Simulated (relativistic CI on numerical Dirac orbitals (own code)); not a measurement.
**Mg2+: calculation against measurement**

Calculated at this level of theory: Dirac-Coulomb-Breit CI, KLI orbitals optimised for each configuration, model QED (radiative potential, 1s self-energy scaled to tabulated hydrogen-like ionisation energies), valence Slater integrals scaled by 0.85, configuration energies shifted to the measured levels that pair with them (semi-empirical) (own radial code, finite nucleus).

Configurations in the expansion (outside the closed core 1s2): 2s²2p⁶, 2s²2p⁵3s, 2s²2p⁵3p, 2s²2p⁵3d, 2s²2p⁵4p, 2s²2p⁵4s, 2s²2p⁵4d, 2s²2p⁵4f, 2s²2p⁴3s², 2s²2p⁴3s3p, 2s2p⁶3s, 2s²2p⁴3p², 2s²2p⁴3s3d, 2s2p⁶3p. Levels of other configurations are missing.

```csv
Configuration,Term (tabulated),J,Measured (cm⁻¹),Computed,Error,Purity (%)
2s²2p⁶,1S,0,0.0,0,0,100
2s²2p⁵3s,3P°,2,425640.3,425670,29,100
2s²2p⁵3s,3P°,1,426868.1,426865,-3,94
2s²2p⁵3s,3P°,0,427852.1,427856,3,100
2s²2p⁵3s,1P°,1,431530.0,431180,-350,94
2s²2p⁵3p,3S,1,467378.5,468664,1286,98
2s²2p⁵3p,3D,3,474053.2,474120,67,100
2s²2p⁵3p,3D,2,474655.0,474662,7,86
2s²2p⁵3p,3D,1,475502.9,475495,-7,87
2s²2p⁵3p,1P,1,478374.5,477858,-516,58
2s²2p⁵3p,3P,0,479265.3,478582,-683,100
2s²2p⁵3p,3P,1,479456.0,478822,-634,65
2s²2p⁵3p,1S,0,496012.1,498291,2279,94
2s²2p⁵3d,3P°,0,530178.2,530204,26,100
2s²2p⁵3d,3P°,1,530420.6,530442,22,97
2s²2p⁵3d,3P°,2,530962.9,530963,0,91
2s²2p⁵3d,3F°,4,531563.0,531558,-5,100
2s²2p⁵3d,3F°,3,531833.1,531893,60,69
2s²2p⁵3d,3F°,2,532725.7,532659,-67,68
2s²2p⁵3d,3D°,1,534197.7,534172,-26,76
2s²2p⁵3d,3D°,3,534923.6,534754,-169,58
2s²2p⁵3d,1P°,1,536152.0,536416,264,75
2s²2p⁵4p,2[5/2],3,561798.7,561799,0,100
```

Measured levels from NIST levels in Kelleher and Podobedova, J. Phys. Chem. Ref. Data 37, 267 (2008); Martin and Zalubas, J. Phys. Chem. Ref. Data 9, 1 (1980); pairs were made by configuration, J and term (by order where the table uses no LS term), so strongly mixed levels may be paired wrongly.

Mean error by configuration (cm⁻¹): 2s²2p⁵3s -80; 2s²2p⁵3p 225; 2s²2p⁵3d 12; 2s²2p⁵4p 0. Over the excited levels the mean absolute error is 296 cm⁻¹ (22 of the 33 excited levels that our extract of the source holds in range could be paired, and the others can miss by more), and the median relative error of those above 1,000 cm⁻¹ is 0.0091 %, both after the shifts were fitted to these levels, so that a configuration with one level shows no error.

Configurations whose levels could be paired with our table of measured levels were shifted onto them, all but the ground configuration, by the median error of their levels; single terms can still be off by 1,000 to 2,000 cm⁻¹ or more, and rates follow the energies as ν³ (E1, M1) or ν⁵ (E2). The others borrow a shift and can be off by several thousand cm⁻¹ or more. The fine structure of a lone outer electron comes out too small, for d and f at times inverted, and misplaced configurations move strength between like terms. 22 of the 33 excited levels that our extract of the measured tables holds in this range could be paired (the sources list more); they are missed by 296 cm⁻¹ on average and 2279 at most, after the shifts were fitted to these levels, and levels without a partner can miss by more.

Shifts applied (cm⁻¹): 2s²2p⁶ 0; 2s²2p⁵3s 2728; 2s²2p⁵3p 3085; 2s²2p⁵3d 3747; 2s²2p⁵4p 3449.
